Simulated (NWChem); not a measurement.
Program: NWChem. System: C₄H₁₀S, charge 1, spin multiplicity 2, at the geometry of a parent with another charge or spin, in a state set for the comparison that need not be this species' ground state. Its SCF solution wasn't tested for a lower state. Level: UHF/def2-SVP.

The NWChem input:

```
start mol
memory heap 200 mb stack 900 mb global 1100 mb
charge 1
geometry units angstroms nocenter noautoz
  C      1.102800    -0.078539    -1.256839
  C      0.253740    -0.242910     0.000000
  C      1.102800    -0.078539     1.256839
  C     -0.444871    -1.601711     0.000000
  S     -1.116401     1.000177     0.000000
  H      1.894388    -0.846680    -1.286535
  H      0.489380    -0.176501    -2.164268
  H      1.592442     0.907445    -1.282442
  H      0.489380    -0.176501     2.164268
  H      1.894388    -0.846680     1.286535
  H      1.592442     0.907445     1.282442
  H     -1.077785    -1.725717     0.892012
  H     -1.077785    -1.725717    -0.892012
  H      0.306598    -2.407461     0.000000
  H     -0.327855     2.097727     0.000000
  symmetry group Cs
end
basis spherical
  * library def2-svp
end
scf
  uhf
  nopen 1
  maxiter 100
  thresh 1e-7
  semidirect memsize 60000000 filesize 0
  # guess.movecs holds the orbitals of an unrestricted PBE0 run
  vectors input guess.movecs output mol.movecs
end
task scf energy
```

NWChem printed:

```
             Northwest Computational Chemistry Package (NWChem) 7.3.0
             --------------------------------------------------------

                                NWChem Input Module
                                -------------------

 Scaling coordinates for geometry "geometry" by  1.889725989
 (inverse scale =  0.529177249)

 Turning off AUTOSYM since
 SYMMETRY directive was detected!

                             Geometry "geometry" -> ""
                             -------------------------

 Output coordinates in angstroms (scale by  1.889725989 to convert to a.u.)

  No.       Tag          Charge          X              Y              Z
 ---- ---------------- ---------- -------------- -------------- --------------
    1 C                    6.0000     1.10280000    -0.07853900    -1.25683900
    2 C                    6.0000     0.25374000    -0.24291000     0.00000000
    3 C                    6.0000     1.10280000    -0.07853900     1.25683900
    4 C                    6.0000    -0.44487100    -1.60171100     0.00000000
    5 S                   16.0000    -1.11640100     1.00017700     0.00000000
    6 H                    1.0000     1.89438800    -0.84668000    -1.28653500
    7 H                    1.0000     0.48938000    -0.17650100    -2.16426800
    8 H                    1.0000     1.59244200     0.90744500    -1.28244200
    9 H                    1.0000     0.48938000    -0.17650100     2.16426800
   10 H                    1.0000     1.89438800    -0.84668000     1.28653500
   11 H                    1.0000     1.59244200     0.90744500     1.28244200
   12 H                    1.0000    -1.07778500    -1.72571700     0.89201200
   13 H                    1.0000    -1.07778500    -1.72571700    -0.89201200
   14 H                    1.0000     0.30659800    -2.40746100     0.00000000
   15 H                    1.0000    -0.32785500     2.09772700     0.00000000

 Effective nuclear repulsion energy (a.u.)     244.6981897201

            Nuclear Dipole moment (a.u.)
            ----------------------------
        X                 Y               Z
[...]
   14 H    1     0.89   0.73  0.13  0.03
   15 H    1     0.83   0.69  0.10  0.03

  Mulliken analysis of the alpha density
  --------------------------------------

    Atom       Charge   Shell Charges
 -----------   ------   -------------------------------------------------------
    1 C    6     2.99   0.99  0.43  0.11  1.03  0.41  0.02
    2 C    6     3.29   0.99  0.44  0.28  0.98  0.57  0.03
    3 C    6     2.99   0.99  0.43  0.11  1.03  0.41  0.02
    4 C    6     2.98   0.99  0.43  0.11  1.02  0.41  0.02
    5 S   16     8.27   1.00  1.00  0.65  0.29  2.97  1.08  1.24  0.04
    6 H    1     0.45   0.37  0.07  0.01
    7 H    1     0.46   0.37  0.07  0.01
    8 H    1     0.46   0.37  0.08  0.01
    9 H    1     0.46   0.37  0.07  0.01
   10 H    1     0.45   0.37  0.07  0.01
   11 H    1     0.46   0.37  0.08  0.01
   12 H    1     0.46   0.37  0.07  0.01
   13 H    1     0.46   0.37  0.07  0.01
   14 H    1     0.44   0.37  0.07  0.01
   15 H    1     0.39   0.33  0.04  0.02

   Mulliken analysis of the beta density
   -------------------------------------

    Atom       Charge   Shell Charges
 -----------   ------   -------------------------------------------------------
    1 C    6     2.97   0.99  0.42  0.11  1.01  0.41  0.02
    2 C    6     3.38   0.99  0.45  0.29  1.01  0.61  0.03
    3 C    6     2.97   0.99  0.42  0.11  1.01  0.41  0.02
    4 C    6     2.98   0.99  0.43  0.11  1.02  0.41  0.02
    5 S   16     7.17   1.00  1.00  0.64  0.24  2.96  0.62  0.67  0.04
    6 H    1     0.44   0.36  0.06  0.01
    7 H    1     0.46   0.37  0.07  0.01
    8 H    1     0.46   0.37  0.08  0.01
    9 H    1     0.46   0.37  0.07  0.01
   10 H    1     0.44   0.36  0.06  0.01
   11 H    1     0.46   0.37  0.08  0.01
   12 H    1     0.46   0.37  0.07  0.01
   13 H    1     0.46   0.37  0.07  0.01
   14 H    1     0.45   0.37  0.07  0.01
   15 H    1     0.44   0.36  0.06  0.01

   Mulliken analysis of the spin density
   -------------------------------------

    Atom       Charge   Shell Charges
 -----------   ------   -------------------------------------------------------
    1 C    6     0.02   0.00  0.00 -0.00  0.02 -0.00  0.00
    2 C    6    -0.09  -0.00 -0.01 -0.01 -0.03 -0.04  0.00
    3 C    6     0.02   0.00  0.00 -0.00  0.02 -0.00  0.00
    4 C    6     0.00  -0.00 -0.00 -0.00  0.00  0.00 -0.00
    5 S   16     1.10   0.00  0.00  0.01  0.05  0.01  0.45  0.57  0.00
    6 H    1     0.01   0.00  0.00  0.00
    7 H    1    -0.00  -0.00  0.00  0.00
    8 H    1    -0.00  -0.00 -0.00  0.00
    9 H    1    -0.00  -0.00  0.00  0.00
   10 H    1     0.01   0.00  0.00  0.00
   11 H    1    -0.00  -0.00 -0.00  0.00
   12 H    1    -0.00  -0.00  0.00  0.00
   13 H    1    -0.00  -0.00  0.00  0.00
   14 H    1    -0.00  -0.00 -0.00  0.00
   15 H    1    -0.05  -0.04 -0.02  0.00

       Multipole analysis of the density wrt the origin
       ------------------------------------------------

     L   x y z        total         alpha         beta         nuclear
     -   - - -        -----         -----         ----         -------
     0   0 0 0      1.000000    -25.000000    -24.000000     50.000000

     1   1 0 0     -0.250494      0.893005     -1.143481     -0.000017
     1   0 1 0      0.880737     -0.513001      1.393742     -0.000004
     1   0 0 1     -0.000000      0.000000     -0.000000      0.000000

     2   2 0 0    -24.652157   -106.720936   -101.349194    183.417973
     2   1 1 0     -2.202544     24.562217     20.358696    -47.123457
     2   1 0 1     -0.000000     -0.000000     -0.000000      0.000000
     2   0 2 0    -21.191309   -104.033153    -99.718330    182.560174
     2   0 1 1      0.000000      0.000000      0.000000      0.000000
     2   0 0 2    -25.822452    -79.562884    -76.656530    130.396962

 Task  times  cpu:        5.4s     wall:        5.4s

 Total times  cpu:        5.5s     wall:        5.5s
```
